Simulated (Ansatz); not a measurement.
Isomers of Cu5Te (doublet), relaxed with PBE-D4/def2-SVP; total energies from Ansatz at PBE0-D4/def2-SVP.

```
isomer                                                           description  energy (Eh)
     A    point group Cs; 6 × Cu–Cu 2.37 to 2.47 Å; 3 × Cu–Te 2.52 to 2.58 Å  -8468.41213
     B  point group not assigned; 5 × Cu–Cu 2.34 to 2.43 Å; 3 × Cu–Te 2.55 Å  -8468.40313
```

In the def2 sets Te takes a core potential; there is no spin–orbit coupling.

The isomers come from a short search, and lower ones may exist.

Task: Work out the relative energies (1 Eh = 2625.5 kJ/mol) and the Boltzmann populations at 800 K from electronic energies alone (R = 8.314 J/mol/K).

Result: ΔE: A 0.0, B 23.6 kJ/mol. RT = 6.65 kJ/mol. Factors exp(−ΔE/RT): A 1, B 0.0288; sum 1.029. Populations: A 97.2 %, B 2.8 %. Zero-point energy, vibrational entropy and symmetry numbers are left out and can shift these; an error of 4 kJ/mol changes a ratio by a factor of 1.8. Over the other density-functional and correlated levels in def2 sets, the gap between A and B ranges from 22 to 33 kJ/mol.
